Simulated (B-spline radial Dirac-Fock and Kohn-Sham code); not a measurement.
Relativistic shifts of the levels of Pb⁶⁴⁺

System: Pb⁶⁴⁺ in the configuration [Ne] 3s2 3p6.

Both columns are ΔSCF binding energies of the configuration average from an atomic code on a B-spline grid: non-relativistic Hartree-Fock with a point nucleus, and Dirac-Fock with a finite nucleus and the Coulomb interaction alone, averaged over the two j levels with weights 2j+1.

```csv
shell,Hartree-Fock (eV),Dirac-Fock (eV),shift (eV),shift (%)
1s,84574.0,93665.9,+9091.96,+10.75
2s,18371.8,20935.6,+2563.80,+13.96
2p,17896.6,18826.0,+929.47,+5.19
3s,7428.6,8206.9,+778.23,+10.48
3p,7224.0,7565.3,+341.27,+4.72
```

Relativity binds 1s, 2s, 2p, 3s, 3p more strongly, among those listed most of all 2s in relative terms.

Values without a named source are computed, but for edge energies of neutral atoms, which are taken from tables.
